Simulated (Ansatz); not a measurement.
ClFH₆O₂Si₃ (`F[Si](Cl)(O[SiH3])O[SiH3]`) from Hartree–Fock to CCSD(T)

Z-matrix (Å, degrees):
```
Si
Cl 1 2.032
O 1 1.597 2 110.7
O 1 1.600 2 110.2 3 -123.1
F 1 1.578 2 107.4 3 118.0
Si 3 1.643 1 151.0 2 -31.5
Si 4 1.645 1 149.3 2 -34.7
H 6 1.483 3 109.6 1 42.4
H 6 1.481 3 107.7 1 162.4
H 6 1.483 3 109.3 1 -78.0
H 7 1.483 4 109.5 1 -72.6
H 7 1.481 4 107.5 1 167.7
H 7 1.483 4 109.6 1 48.1
```

Charge 0, multiplicity 1. All single points use the PBE0-D4/def2-TZVP geometry. It is one conformer, not always the lowest. Frozen core, restricted reference, Ansatz 0.2.0. CBS rows extrapolate triple and quadruple zeta; past MP2 they add the triple-zeta difference.

```json
{"basis": "def2-TZVPP", "HF (Eh)": "-1579.46556", "MP2 corr.": "-1.25622"}
{"basis": "def2-QZVPP", "HF (Eh)": "-1579.52010", "MP2 corr.": "-1.36717"}
```

(1) Estimate the CCSD correlation energy and the (T) correction in each basis where they were run (hartree).

Answers

(1) 
| basis | CCSD corr. | (T) |
| --- | --- | --- |
| def2-TZVPP | -1.31537 | -0.04498 |
| CBS(def2) | -1.50850 | as TZ |
